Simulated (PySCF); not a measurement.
Computed IR spectrum (relative IR intensity) of a molecule C4H8OSi. The structure is a stationary point at ωB97X-D3(BJ)/def2-SVP. One conformer was computed; it need not be the lowest. Method: ωB97X-D3(BJ)/def2-SVP run with PySCF 2.14.0. Frequencies are harmonic and unscaled.

ν (cm⁻¹): 97 (vw), 465 (vw), 483 (vw), 553 (w), 628 (w), 668 (w), 731 (w), 803 (s), 837 (w), 852 (w), 957 (m), 979 (m), 1028 (m), 1128 (vs), 1158 (m), 1274 (w), 1316 (vw), 1459 (vw), 1478 (vw), 1803 (w), 2263 (vs), 3050 (w), 3087 (m), 3132 (w), 3145 (w), 3148 (w), 3186 (vw) (against the strongest line: vs over 80 %, s over 45 %, m over 15 %, w over 4 %, vw less)

Q: Pick the molecule that these values belong to.
A. C/C=C1/OC[SiH2]1
B. C=C[SiH]1COC1
C. O[SiH]1CC=CC1
D. CC1=C[Si@@H](O)C1

A: A, C/C=C1/OC[SiH2]1
